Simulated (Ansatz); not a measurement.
A CCSD(T) single point on `CC/C=C(\C)CC`.

```yaml
crystal:
  periodic: [false, false, false]
  atoms:
    - {symbol: C, position_ang: [-1.670332, -2.370278, 0.522431]}
    - {symbol: C, position_ang: [-0.229072, -2.104335, 0.098127]}
    - {symbol: C, position_ang: [0.262623, -0.780165, 0.580986]}
    - {symbol: C, position_ang: [0.620230, 0.287360, -0.134561]}
    - {symbol: C, position_ang: [0.619704, 0.342399, -1.630592]}
    - {symbol: C, position_ang: [1.062315, 1.547439, 0.556577]}
    - {symbol: C, position_ang: [0.128290, 2.732706, 0.334042]}
    - {symbol: H, position_ang: [-1.777044, -2.308926, 1.608841]}
    - {symbol: H, position_ang: [-1.999592, -3.364215, 0.209721]}
    - {symbol: H, position_ang: [-2.346391, -1.632758, 0.083277]}
    - {symbol: H, position_ang: [-0.147745, -2.183878, -0.987974]}
    - {symbol: H, position_ang: [0.411609, -2.893259, 0.511139]}
    - {symbol: H, position_ang: [0.308083, -0.683453, 1.666040]}
    - {symbol: H, position_ang: [-0.097168, 1.083425, -1.997376]}
    - {symbol: H, position_ang: [0.371530, -0.612120, -2.091695]}
    - {symbol: H, position_ang: [1.603397, 0.650977, -2.000730]}
    - {symbol: H, position_ang: [1.151552, 1.352984, 1.628920]}
    - {symbol: H, position_ang: [2.066054, 1.816891, 0.202720]}
    - {symbol: H, position_ang: [0.068505, 3.011124, -0.720411]}
    - {symbol: H, position_ang: [0.476331, 3.609930, 0.884352]}
    - {symbol: H, position_ang: [-0.882888, 2.498174, 0.676177]}
basis:
  gaussian: {orbitals: def2-TZVPP}
correlation: {method: ccsd_t}
output: {orbitals: {seedname: orbitals}}
```

```sh
$ ansatz run in.yaml --threads 2 --pin off --events-out ev --progress --plain --max-ram 32768MiB --backend cuda --devices 0, --max-vram 18GiB
```

Output of Ansatz, abridged:

```
Functional definition: HF
2390 factors; integrals over basis functions are off by at most 1.3e-3 eV
mean field evaluation 1: about -7431.0135 eV, gradient 4.6e1 eV
mean field evaluation 2: about -7431.3317 eV, gradient 4.6e1 eV
mean field evaluation 4: about -7437.2175 eV, gradient 4.8e0 eV
mean field evaluation 8: about -7437.2997 eV, gradient 3.1e-1 eV
mean field -7437.29999107 eV, -273.3157334890 hartree, gradient 1.7e-6 eV, S^2 0.000000; 0 other end points of the search recorded, 0 dependent functions left out
7 core orbitals not correlated: weight in the atoms' cores, before any rotation towards them, 1.000 or more for the frozen orbitals, at most 0.000 for the correlated occupied ones
reference -7437.29999107 eV, -273.3157334890 hartree; 21, 21 occupied and 385, 385 virtual orbitals, 2390 factors
second order -32.91199226 eV of doubles, -0.00000000 eV of singles
cycle   1  -33.93654908 eV  change    -1.0e0 eV  update   1.1e-1
cycle   2  -34.74174608 eV  change   -8.1e-1 eV  update   3.2e-2
cycle   3  -34.87522225 eV  change   -1.3e-1 eV  update   1.3e-2
cycle   4  -34.87219971 eV  change    3.0e-3 eV  update   3.5e-3
cycle   5  -34.87301109 eV  change   -8.1e-4 eV  update   1.3e-3
cycle   6  -34.87325702 eV  change   -2.5e-4 eV  update   3.4e-4
cycle   7  -34.87315703 eV  change    1.0e-4 eV  update   1.1e-4
cycle   8  -34.87316695 eV  change   -9.9e-6 eV  update   3.7e-5
perturbative correction -1.45022883 eV, -0.0532949264 hartree
Total energy: -7473.62338685 eV, -274.6505936630 hartree
```

It took 18 s on 2 threads of an AMD EPYC 7R13 on a shared host and a share of an NVIDIA H100 80 GB, with 1.8 GiB of host memory at the peak.

MP2 recovers 90.6 % of the CCSD(T) correlation energy and the triples give 4.0 %; T1 = 0.0093.
